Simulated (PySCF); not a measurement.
## Spinor energies of O (oxygen, neutral)

Start: [He] 2s2 2p4; 2p1/2 filled at m_j = +1/2; 2p3/2 filled at m_j = -1/2, +1/2, +3/2. Calculated with PySCF 2.14 in x2c-TZVPall-2c (5s3p2d1f, 31 functions): generalised Hartree-Fock with the X2C-1e Hamiltonian and a Gaussian nucleus; one run each with spin-orbit coupling (SO) switched off, then screened by Boettger's factors. This is a chosen level, not necessarily the ground level.

```json
{"spinor shell": "1s1/2", "electrons": "2", "ε, spin-free (eV)": "-562.79", "ε, screened SO (eV)": "-562.78", "weight of nominal j (screened SO)": "1.000", "rms radius, screened SO (bohr)": "0.230"}
{"spinor shell": "2s1/2", "electrons": "2", "ε, spin-free (eV)": "-33.916", "ε, screened SO (eV)": "-33.914", "weight of nominal j (screened SO)": "1.000", "rms radius, screened SO (bohr)": "1.26"}
{"spinor shell": "2p3/2", "electrons": "3", "ε, spin-free (eV)": "-17.288", "ε, screened SO (eV)": "-18.402", "weight of nominal j (screened SO)": "0.664", "rms radius, screened SO (bohr)": "1.37"}
{"spinor shell": "2p1/2", "electrons": "1", "ε, spin-free (eV)": "-17.288", "ε, screened SO (eV)": "-13.948", "weight of nominal j (screened SO)": "0.665", "rms radius, screened SO (bohr)": "1.50"}
```

```json
{"quantity": "E (hartree)", "spin-free": "-74.86419", "screened SO": "-74.86455"}
{"quantity": "M_J", "spin-free": "2", "screened SO": "2"}
{"quantity": "⟨J²⟩", "spin-free": "6.012", "screened SO": "6.012"}
{"quantity": "⟨L²⟩", "spin-free": "2.003", "screened SO": "2.004"}
{"quantity": "⟨S²⟩", "spin-free": "2.009", "screened SO": "2.009"}
```

Each row is a mean over spinors that exchange with the open shell spreads, by up to 9.346 eV (2s1/2).

Rows whose weight is well below 1 are mixtures of j = l ± 1/2: exchange outweighs spin-orbit coupling there, and the label is only the starting occupation.

Without spin-orbit coupling the j labels of p, d and f shells carry no meaning; the spin-free column gives the mean over the occupied spinors of each nl shell.
